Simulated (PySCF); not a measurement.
**Question.** Write a Z-matrix for `C[C@@H](F)C(=S)C(F)(F)F` as optimised with GFN2-xTB.

**Answer.** 
Z-matrix in Å and degrees, rows numbered from 1:
```
C 
C   1  1.5307
F   2  1.3723  1  109.15
C   2  1.5012  1  110.56  3   121.94
S   4  1.6114  2  122.96  1    80.69
C   4  1.5202  2  116.37  1   -97.01
F   6  1.3345  4  112.21  2   168.05
F   6  1.3377  4  111.91  2   -71.85
F   6  1.3411  4  111.59  2    48.48
H   1  1.0866  2  108.76  3    57.89
H   1  1.0856  2  109.74  3   177.87
H   1  1.0873  2  109.90  3   -61.24
H   2  1.0981  1  110.41  3  -116.88
```

Of the pairs four or more bonds apart, F3···F8 is among the closest relative to their van der Waals radii: 2.74 Å, 93 % of the sum of Bondi's values. The 3 C–C bonds span 1.501 Å (C2–C4, drawn single) to 1.531 Å (C1–C2, drawn single), a spread of 0.030 Å. The C–F distances run from 1.334 Å (C6–F7, drawn single) to 1.372 Å (C2–F3, drawn single), a spread of 0.038 Å.

Computed geometry: GFN2-xTB, gas phase.

Point group: C1 (no symmetry element, even within 0.4 Å). Stationary, but not proved a minimum. One conformer, not necessarily the lowest (C1–C2–C4–S5 81°).
